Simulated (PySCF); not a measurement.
C₂H₇ClGe, SMILES [CH3][GeH]([CH3])[Cl] (PBE0/def2-SVP optimised geometry):

```
11

Ge    -0.876    -0.199     0.000
C     -1.633    -1.282    -1.425
C      1.067    -0.199     0.000
Cl    -1.514    -1.093     1.886
H     -1.450     1.231     0.000
H     -1.364    -0.859    -2.405
H     -2.728    -1.313    -1.342
H     -1.245    -2.309    -1.364
H      1.450     0.362     0.864
H      1.446     0.268    -0.922
H      1.444    -1.231     0.055
```

Level of theory: PBE0/def2-TZVP (PySCF).

Question: What are the frontier orbital energies and the dipole moment?

Answer: HOMO-2 -9.50 eV, HOMO-1 -8.35 eV, HOMO -8.28 eV, LUMO 0.51 eV, LUMO+1 1.02 eV; dipole moment 2.71 D.

On the same geometry PBE/def2-TZVP (PySCF) gives HOMO-2 -8.12 eV, HOMO-1 -6.98 eV, HOMO -6.94 eV, LUMO -0.45 eV, LUMO+1 0.22 eV; dipole moment 2.62 D.

Meta-Löwdin charges at PBE0/def2-TZVP: Ge1 0.75, C2 -0.57, C3 -0.57, Cl4 -0.35, H5 -0.07, H6 0.13, H7 0.14, H8 0.13, H9 0.14, H10 0.13, H11 0.13.
